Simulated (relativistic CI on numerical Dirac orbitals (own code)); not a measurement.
Spin-allowed bands of a d2 ion in an octahedral site, by hand

Problem. Take Δ = 19500 cm⁻¹ and B = 780 cm⁻¹ for a d2 ion in an octahedral site. Calculate the three spin-allowed bands.

Working.
1. The terms of highest spin are 3F (energy 0) and 3P (15B = 11700 cm⁻¹). Here the F term splits into A2 at +1.2Δ = 23400, T2 at +0.2Δ = 3900 and T1 at −0.6Δ = -11700 cm⁻¹.
2. The two T1 states mix through the element 0.4Δ: H = [[-11700, 7800], [7800, 11700]], with roots ½(H₁₁ + H₂₂) ∓ ½√[(H₂₂ − H₁₁)² + 4H₁₂²] = ½(0) ∓ ½(28123) = -14062 and 14062 cm⁻¹.
3. The ground term is 3T1 at -14062 cm⁻¹.
4. Bands: 3T2 17962 cm⁻¹ (557 nm), 3T1(P) 28123 cm⁻¹ (356 nm), 3A2 37462 cm⁻¹ (267 nm).

Check. Exact diagonalisation of the whole d2 shell with these parameters gives 3T2 17962, 3T1 28123, 3A2 37462 cm⁻¹. The match is exact, since without spin-orbit coupling no other term has this spin. The ratio of the second band to the first, 1.566, depends on Δ/B = 25.0 alone, which is how a Tanabe-Sugano diagram is read.
